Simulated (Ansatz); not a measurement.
The cluster Ge4. Charge 0, multiplicity 3. Geometry r2SCAN-D4/def2-SVP, that of the charge +1 doublet; atoms count from 1.

```xyz
4

Ge   -0.088   -1.110   -0.886
Ge   -1.940    0.242   -0.110
Ge    1.940   -0.241    0.109
Ge    0.088    1.110    0.886
```

At PBE0-D4/def2-TZVP a singlet of charge 0 lies 0.55 eV below the triplet at the same geometry. The structure comes from a short search, and lower isomers may exist.

Problem. Estimate the Mulliken populations from the PBE0/def2-TZVP orbitals of Ansatz.

Solution. 
| atom | charge (e) | spin (α − β) |
| --- | --- | --- |
| Ge1 | 0.09 | -0.04 |
| Ge2 | -0.09 | 1.04 |
| Ge3 | -0.09 | 1.04 |
| Ge4 | 0.09 | -0.04 |
Mulliken values and Mayer orders depend strongly on the basis.

Problem. Where does the spin sit?

Solution. Summed by element: Ge 2.00, of 2 unpaired in all. Largest on single atoms: Ge2 1.04, Ge3 1.04, Ge1 -0.04.

Problem. And the Mayer bond orders between bonded heavy atoms (over 0.3)?

Solution. Ge1–Ge2 1.01 (2.42 Å); Ge1–Ge3 1.01 (2.42 Å); Ge1–Ge4 0.91 (2.85 Å); Ge2–Ge4 1.01 (2.42 Å); Ge3–Ge4 1.01 (2.42 Å). Values over 0.3 also appear between atoms too far apart for a bond (Ge2–Ge3 0.49 at 3.92 Å); they arise where an orbital or an unpaired electron spreads over both atoms.
